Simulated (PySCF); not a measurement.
Spectrum to structure. The calculation used TDDFT wB97X-D/def2-SVPD, vertical, gas phase, core orbitals frozen in the response (PySCF 2.14.0, density-fitted response routines). Geometries: GFN2-xTB, one conformer each.

```tsv
state	ν̃ (cm⁻¹)	f	main configurations (H = HOMO, L = LUMO)
S1	62750	0.0016	H→L (13%), H-2→L+6 (9%)
S2	63500	0.0031	H→L (67%)
S3	65320	0.0007	H→L+2 (20%), H-1→L (10%), H-3→L+2 (9%)
S4	66230	0.0090	H-3→L (10%), H→L (9%)
S5	67490	0.039	H-1→L (58%), H-2→L (9%)
S6	68890	0.0094	H→L+2 (29%), H→L+3 (15%), H-1→L+2 (9%)
S7	69660	0.0024	H→L+3 (32%), H→L+4 (8%)
S8	70300	0.020	H→L+5 (20%), H→L+1 (19%), H-1→L+2 (9%)
```

Orbital energies (eV): HOMO-3 -11.47, HOMO-2 -11.40, HOMO-1 -10.93, HOMO -10.52, LUMO 1.58, LUMO+1 2.11, LUMO+2 2.21.

Question: Which structure fits? All have the formula C4H11NSi2.
A. `N#CC[C@H]([SiH3])C[SiH3]`
B. `C#C[Si@@](N)([SiH3])CC`
C. `C=N/C(=C\[SiH3])C[SiH3]`
D. `CC[Si@H]([SiH3])CC#N`
E. `C#C[SiH2]CN(C)[SiH3]`

Answer: A. Its S1, at 7.78 eV, is the highest among the candidates; the nearest of the others has S1 at 7.23 eV. S1 is HOMO→LUMO (13%), HOMO-2→LUMO+6 (9%). Löwdin shares by element: HOMO carbon 48% or more, silicon 16% or more (atoms not listed hold the other 36%); LUMO silicon 26%, carbon 9% or more, hydrogen 7% or more (atoms not listed hold the other 58%). At the same level the other candidates give, for their lowest levels:
- `C#C[SiH2]CN(C)[SiH3]`: 5.44 eV (f 0.019); 6.03 eV (f 0.009); 6.11 eV (f 0.042); 6.34 eV (f 0.004); 6.39 eV (f 0.018); T1 5.14 eV; HOMO -8.00, LUMO 1.65 eV
- `CC[Si@H]([SiH3])CC#N`: 7.23 eV (f 0.018); 7.38 eV (f 0.015); 7.41 eV (f 0.040); 7.72 eV (f 0.075); 7.78 eV (f 0.013); T1 6.43 eV; HOMO -10.28, LUMO 1.42 eV
- `C=N/C(=C\[SiH3])C[SiH3]`: 4.34 eV (f 0.043); 5.71 eV (f 0.080); 6.14 eV (f 0.189); 6.69 eV (f 0.060); 6.75 eV (f 0.055); T1 3.39 eV; HOMO -8.54, LUMO 0.52 eV
- `C#C[Si@@](N)([SiH3])CC`: 5.94 eV (f 0.005); 6.14 eV (f 0.011); 6.29 eV (f 0.004); 6.41 eV (f 0.027); 6.85 eV (f 0.015); T1 5.11 eV; HOMO -9.42, LUMO 1.24 eV

Conformer computed: `[N:1]#[C:2][CH2:3][C@H:4]([SiH3:5])[CH2:6][SiH3:7]`: C2–C3–C4–Si5 64°, C3–C4–C6–Si7 -170°.
Triplets come from the Tamm–Dancoff approximation.
